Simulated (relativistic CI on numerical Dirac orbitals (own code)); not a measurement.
# Ligand-field terms of d4

Computed with a parametric ligand-field model of a d^n configuration (Racah B and C, spin-orbit zeta, crystal field), exact diagonalisation.

Field parameters in Wybourne normalisation: Oh B⁴₀ = 21Dq, B⁴₄ = √(5/14) B⁴₀. The field is a parameter set, without covalency.

Problem. Ground term and bands for B = 710, C = 2520, ζ = 0 cm⁻¹, Oh, 10Dq = 24850 cm⁻¹?

Solution. Ground term 3T1 with 0.02 electrons in the two orbitals of the cubic e set. Spin-allowed: 3E 22514 cm⁻¹ (444 nm), 3T1 23104 cm⁻¹ (433 nm), 3T2 23869 cm⁻¹ (419 nm), 3A1 25300 cm⁻¹ (395 nm). Lowest spin-forbidden: 1T2 7715 cm⁻¹ (1296 nm), 1E 8775 cm⁻¹ (1140 nm), 5E 8830 cm⁻¹ (1132 nm).

Problem. Ground term and bands for B = 710, C = 2520, ζ = 0 cm⁻¹, Oh, 10Dq = 33370 cm⁻¹?

Solution. Ground term 3T1 with 0.02 electrons in the two orbitals of the cubic e set. Spin-allowed: 3E 30896 cm⁻¹ (324 nm), 3T1 31480 cm⁻¹ (318 nm), 3T2 32270 cm⁻¹ (310 nm), 3A1 33656 cm⁻¹ (297 nm). Lowest spin-forbidden: 1T2 7954 cm⁻¹ (1257 nm), 1E 8924 cm⁻¹ (1121 nm), 5E 17186 cm⁻¹ (582 nm).

Problem. Ground term and bands for B = 710, C = 2520, ζ = 0 cm⁻¹, Oh, 10Dq = 9230 cm⁻¹?

Solution. Ground term 5E with 1.00 electrons in the two orbitals of the cubic e set. Spin-allowed: 5T2 9230 cm⁻¹ (1083 nm). Lowest spin-forbidden: 3T1 6105 cm⁻¹ (1638 nm), 1T2 13091 cm⁻¹ (764 nm), 3E 13544 cm⁻¹ (738 nm).

Problem. Ground term and bands for B = 710, C = 2520, ζ = 0 cm⁻¹, Oh, 10Dq = 29110 cm⁻¹?

Solution. Ground term 3T1 with 0.02 electrons in the two orbitals of the cubic e set. Spin-allowed: 3E 26698 cm⁻¹ (375 nm), 3T1 27284 cm⁻¹ (367 nm), 3T2 28064 cm⁻¹ (356 nm), 3A1 29469 cm⁻¹ (339 nm). Lowest spin-forbidden: 1T2 7844 cm⁻¹ (1275 nm), 1E 8860 cm⁻¹ (1129 nm), 5E 12999 cm⁻¹ (769 nm).

Problem. Ground term and bands for B = 710, C = 2520, ζ = 0 cm⁻¹, Oh, 10Dq = 14910 cm⁻¹?

Solution. Ground term 5E with 1.00 electrons in the two orbitals of the cubic e set. Spin-allowed: 5T2 14910 cm⁻¹ (671 nm). Lowest spin-forbidden: 3T1 777 cm⁻¹, 1T2 8088 cm⁻¹ (1236 nm), 1E 9173 cm⁻¹ (1090 nm).
